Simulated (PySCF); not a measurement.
F$_{4}$V, doublet, at a GFN2-xTB geometry (such geometries of metal compounds can be far from the true shape) (the multiplicity is a formal guess). Base run: HF/STO-3G (PySCF).

The PySCF input:
```python
from pyscf import gto, scf

mol = gto.Mole()
mol.atom = '''
    V    -0.00000000    0.00000000    0.00000000
    F     0.75441976    0.94774271   -1.10596620
    F     0.39850250   -1.08701205    1.16194974
    F    -0.66330498   -1.06340261   -1.05817203
    F    -0.48961727    1.20267195    1.00218849
'''
mol.basis = 'sto-3g'
mol.spin = 1
mol.verbose = 4
mol.build()

mf = scf.UHF(mol)
mf.kernel()
```

The base run was repeated with changes; each row names its change, and settings that it needs were set with it.

```json
[
 {"change": "base", "ΔE vs base (mEh)": "0.000", "fitting functions": "-", "outcome": "converged"},
 {"change": "auxbasis = def2-svp-ri", "ΔE vs base (mEh)": "-3493.8", "fitting functions": "335", "outcome": "converged"},
 {"change": "auxbasis = cc-pvtz-jkfit", "ΔE vs base (mEh)": "-", "fitting functions": "-", "outcome": "input refused"},
 {"change": "auxbasis = def2-universal-jfit", "ΔE vs base (mEh)": "4881.1", "fitting functions": "285", "outcome": "converged"},
 {"change": "auxbasis = default (with mf = mf.density_fit())", "ΔE vs base (mEh)": "-0.582", "fitting functions": "572", "outcome": "converged"},
 {"change": "only_dfj = on; auxbasis = def2-universal-jfit", "ΔE vs base (mEh)": "-20.105", "fitting functions": "285", "outcome": "converged"},
 {"change": "auxbasis = even-tempered beta=1.6", "ΔE vs base (mEh)": "1.493", "fitting functions": "541", "outcome": "converged"},
 {"change": "auxbasis = cc-pvqz-jkfit", "ΔE vs base (mEh)": "-", "fitting functions": "-", "outcome": "input refused"},
 {"change": "auxbasis = even-tempered beta=2.0", "ΔE vs base (mEh)": "1.965", "fitting functions": "385", "outcome": "converged"},
 {"change": "auxbasis = cc-pvtz-ri", "ΔE vs base (mEh)": "-", "fitting functions": "-", "outcome": "input refused"}
]
```

A fitting set is made for a task (jfit for Coulomb, jkfit for Coulomb and exchange, ri for correlation) and for a family of orbital bases.

Open shells are given as the SCF converged; they aren't shown to be the lowest states, and a large step between rows can be another state.

- auxbasis = cc-pvtz-jkfit: ended with `pyscf.lib.exceptions.BasisNotFoundError: Basis set not found for V in cc-pvtz-jkfit`
- auxbasis = cc-pvqz-jkfit: ended with `pyscf.lib.exceptions.BasisNotFoundError: Basis set not found for V in cc-pvqz-jkfit`
- auxbasis = cc-pvtz-ri: ended with `pyscf.lib.exceptions.BasisNotFoundError: Basis set not found for V in cc-pvtz-ri`
